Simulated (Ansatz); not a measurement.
def2 core potentials replace the inner electrons of Bi.

Cartesian coordinates (Å):
```xyz
16

O      3.0912    -1.4103     0.1985
Bi     2.4477     0.2241     1.3373
O      2.9113     1.7615    -0.0059
C      0.3228     0.0547     0.5689
C     -0.7819     0.0460     1.4250
C     -2.0750    -0.0602     0.9096
C     -2.2720    -0.1585    -0.4669
C     -1.1758    -0.1507    -1.3294
C      0.1151    -0.0444    -0.8122
H      2.4209    -1.6386    -0.4584
H      2.2223     1.8294    -0.6793
H     -0.6485     0.1222     2.5092
H     -2.9331    -0.0662     1.5866
H     -3.2841    -0.2417    -0.8700
H     -1.3269    -0.2276    -2.4092
H      0.9659    -0.0397    -1.5040
```
Charge 0, multiplicity 1.

Problem. Give the LUMO, HOMO–LUMO gap, HOMO, dipole moment and total energy at the level CAM-B3LYP-D3(BJ)/def2-TZVP // PBE0-D3(BJ)/def2-SVP (Ansatz, a quantum-chemistry and plane-wave program).

Solution. 
```yaml
LUMO: -0.23 eV
HOMO–LUMO gap: 8.62 eV
HOMO: -8.84 eV
dipole_moment: 3.90 D
total_energy: -597.9095 Ha
```
